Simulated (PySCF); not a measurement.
Molfile (atoms numbered from 1):
```
C7H11FSi
     RDKit          3D

 20 20  0  0  0  0  0  0  0  0999 V2000
    2.3492   -2.0022   -0.1916 C   0  0  0  0  0  0  0  0  0  0  0  0
    2.2103   -0.8109   -0.0225 C   0  0  0  0  0  0  0  0  0  0  0  0
    1.9965    0.6165    0.1867 C   0  0  0  0  0  0  0  0  0  0  0  0
    0.5470    1.0663   -0.0799 C   0  0  1  0  0  0  0  0  0  0  0  0
    0.1556    0.9076   -1.5463 C   0  0  0  0  0  0  0  0  0  0  0  0
   -0.6756    0.1863    1.0664 Si  0  0  2  0  0  4  0  0  0  0  0  0
   -1.7966   -1.1967    0.5036 C   0  0  0  0  0  0  0  0  0  0  0  0
   -2.5044    0.1443    0.6566 C   0  0  1  0  0  0  0  0  0  0  0  0
   -3.4800    0.2118    1.6107 F   0  0  0  0  0  0  0  0  0  0  0  0
    2.4792   -3.0588   -0.3350 H   0  0  0  0  0  0  0  0  0  0  0  0
    2.6812    1.1842   -0.4693 H   0  0  0  0  0  0  0  0  0  0  0  0
    2.2888    0.8699    1.2206 H   0  0  0  0  0  0  0  0  0  0  0  0
    0.4921    2.1366    0.1896 H   0  0  0  0  0  0  0  0  0  0  0  0
    0.2051   -0.1477   -1.8572 H   0  0  0  0  0  0  0  0  0  0  0  0
   -0.8654    1.2713   -1.7384 H   0  0  0  0  0  0  0  0  0  0  0  0
    0.8371    1.4784   -2.1981 H   0  0  0  0  0  0  0  0  0  0  0  0
   -0.2972    0.1532    2.5027 H   0  0  0  0  0  0  0  0  0  0  0  0
   -1.7735   -1.6623   -0.4880 H   0  0  0  0  0  0  0  0  0  0  0  0
   -2.0381   -1.9114    1.3006 H   0  0  0  0  0  0  0  0  0  0  0  0
   -2.8486    0.5930   -0.2865 H   0  0  0  0  0  0  0  0  0  0  0  0
  1  2  3  0
  2  3  1  0
  3  4  1  0
  4  5  1  0
  4  6  1  0
  6  7  1  0
  7  8  1  0
  8  9  1  0
  8  6  1  0
  1 10  1  0
  3 11  1  0
  3 12  1  0
  4 13  1  1
  5 14  1  0
  5 15  1  0
  5 16  1  0
  6 17  1  1
  7 18  1  0
  7 19  1  0
  8 20  1  6
M  END
```

Geometry: PBE0-D3(BJ)/def2-SVP; GIAO shifts from PySCF 2.14.0 with density-fitted response routines, gas phase, non-relativistic, averaged over equivalent atoms.

At PBE0/pcSseg-1 (215 basis functions, 96 s wall time on 1 thread of an Arm Neoverse N1, shared host):
```
      atoms  δ (ppm)
         C2     85.2
         C1     78.5
         C8     73.1
         C3     24.9
         C4     16.1
         C5     15.5
         C7      4.6
        Si6    -95.6
         F9   -249.3
        H20     4.88
        H17     3.47
        H12     2.48
        H11     2.31
        H10     1.99
        H18     1.34
        H13     1.23
        H19     1.01
H14/H15/H16     0.86
```

Chemical shifts δ = σref − σ; $^{13}$C (σ = 184.41 ppm) and $^{29}$Si (σ = 351.99 ppm) and $^{1}$H (σ = 31.27 ppm) against TMS; $^{19}$F (σ = 177.25 ppm) vs CFCl3, all at this level.

Problem. Estimate the result of repeating the calculation with wB97X-D/pcSseg-1.

Solution. 
```
      atoms  δ at wB97X-D/pcSseg-1  change
         C2                   85.3    +0.1
         C1                   79.3    +0.8
         C8                   72.3    -0.8
         C3                   24.0    -0.9
         C4                   14.9    -1.2
         C5                   15.6    +0.1
         C7                    4.3    -0.3
        Si6                  -93.6    +2.0
         F9                 -244.6    +4.7
        H20                   4.81   -0.07
        H17                   3.51   +0.04
        H12                   2.36   -0.12
        H11                   2.20   -0.11
        H10                   2.04   +0.05
        H18                   1.26   -0.08
        H13                   1.10   -0.13
        H19                   0.98   -0.03
H14/H15/H16                   0.86   +0.00
```

Scale: $^{13}$C (σ = 184.54 ppm), $^{29}$Si (σ = 352.93 ppm), $^{1}$H (σ = 31.38 ppm) against TMS; $^{19}$F (σ = 187.16 ppm) against CFCl3 (reference shieldings calculated alike).

The largest change is at F9 (fluorine on an sp3 carbon). Cost: 215 basis functions, 94 s wall time on 1 thread of an Arm Neoverse N1, shared host. The order of the carbon signals changes between the two levels.

Unscaled 19F shifts against computed CFCl3 carry errors that often reach 10 to 50 ppm.
